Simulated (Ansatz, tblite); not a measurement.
Cost and result up the ladder for `CC(=O)SCCCCn1c2ccccc2c2ccccc21` (40 atoms). The state is a singlet with charge 0. Geometry: PBE-D4/def2-SVP.

Ansatz on 2 threads of AMD EPYC 7R13 on a shared host and a share (18 GiB) of an NVIDIA H100 80GB HBM3; xTB runs through tblite on one thread. Times are rough, summed over both states, and most runs start from the orbitals of an earlier one. PBE0-D4/def2-TZVP serves as the yardstick here, not as an exact answer. The other state is a doublet.

The xTB rows come from tblite. Single mean-field runs in def2-TZVP are fitted with def2-universal-jkfit. HOMO above LUMO, or a gap near zero within one spin, warns that the state may not be the lowest or that an electron is smeared out.

Run but left out: PBE-QIDH/def2-TZVP (charge +1 doublet: ⟨S²⟩ 1.00, where a pure state has 0.75).

Raw xTB energies of ions are shifted by several eV.

| level | functions | wall time | vertical IE (eV) | difference from PBE0-D4/def2-TZVP (eV) | remarks |
| --- | --- | --- | --- | --- | --- |
| GFN2-xTB | 108 | 0.14 s | 11.84 | 4.65 | – |
| GFN1-xTB | 127 | 0.2 s | 12.74 | 5.55 | – |
| PBE0-D4/def2-TZVP | 771 | 15 s | 7.20 | 0.00 | – |
| PBE-D4/def2-TZVP (with forces) | 771 | 17 s | 6.97 | -0.23 | gap within one spin near zero (+1 doublet) |
